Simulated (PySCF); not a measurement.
# Dipole moment and polarisability of `CCN1CCCN1`

Compound: C5H12N2.
SMILES with atom numbers: `[CH3:1][CH2:2][N:3]1[CH2:4][CH2:5][CH2:6][NH:7]1` (hydrogens: H8, H9, H10 on C1; H11, H12 on C2; H13, H14 on C4; H15, H16 on C5; H17, H18 on C6; H19 on N7)

Geometry (GFN2-xTB, Å), atoms numbered from 1 in this order:
```xyz
19
C5H12N2 angstrom
C      2.454   -0.127   -0.618
C      1.140    0.639   -0.627
N      0.356    0.289    0.550
C     -0.902    1.024    0.664
C     -1.960    0.188   -0.088
C     -1.272   -1.189   -0.220
N     -0.006   -1.085    0.515
H      3.010    0.103    0.287
H      2.255   -1.195   -0.640
H      3.052    0.145   -1.483
H      0.599    0.435   -1.563
H      1.336    1.713   -0.571
H     -1.154    1.086    1.728
H     -0.800    2.035    0.274
H     -2.890    0.125    0.474
H     -2.177    0.615   -1.066
H     -1.040   -1.411   -1.266
H     -1.873   -2.006    0.176
H     -0.140   -1.375    1.482
```

Level: CAM-B3LYP/def2-SVPD (PySCF), static field, nuclei fixed, core orbitals frozen in the response. The polarisability tensor in these axes (au):

```
x   82.53  0.74 -2.98
y    0.74 72.77  0.10
z   -2.98  0.10 67.98
```

Task: Diagonalise the tensor; give its mean and Δα, where Δα² is half the sum of the squared differences of the eigenvalues.

Result: Principal values 67.38, 72.73 and 83.17 au; mean 74.43 au = 11.03 Å³ = 12.27 × 10⁻⁴⁰ C²·m²/J; Δα = 13.91 au (19 % of the mean).

Task: What is the dipole moment, and where does it point?

Result: (-1.70, 0.43, -0.16) D, 1.76 D in size, pointing from the negative to the positive side. Measured along this direction, the outermost atoms are H8 at the negative end and H15 at the positive end.

Task: What would n − 1 = 2πNα be for an ideal gas of these molecules at 350 K and 1 atm, electronic part alone?

Result: N = p/kT = 2.0968 × 10¹⁹ cm⁻³, so n − 1 = 2π × N × 11.03 × 10⁻²⁴ cm³ = 1453 × 10⁻⁶ at long wavelengths.

Task: Molar refractivity from α?

Result: Lorentz–Lorenz: R = (4π/3)N_A α = 2.5225 cm³/(mol·Å³) × 11.03 Å³ = 27.8 cm³/mol, in the limit of long wavelengths.

Task: Find the Langevin capture rate constant for H3+ (3.023 u) meeting this molecule (100.100 u), k = 2.342 × 10⁻⁹ cm³/s × √(α in Å³ / reduced mass in u).

Result: The reduced mass is 2.93 u, so k = 4.54 × 10⁻⁹ cm³/s. The formula leaves out the permanent dipole, which adds to the capture rate.

Task: Orientational against electronic polarisability at 273 K (dilute gas, rigid molecules)?

Result: In Gaussian units μ²/3kT = 27.35 Å³ against 11.03 Å³, a ratio of 2.48; the Debye molar polarisation (4π/3)N_A(α + μ²/3kT) is 96.8 cm³/mol, leaving out the vibrational part.

Task: Rayleigh depolarisation ratio (linearly polarised light, static tensor)?

Result: ρ = 3Δα²/(45ᾱ² + 4Δα²) = 580.2/(249277 + 773.6) = 0.00232.

One conformer (not necessarily the lowest) at the GFN2-xTB geometry, without solvent, vibrations or thermal averaging.
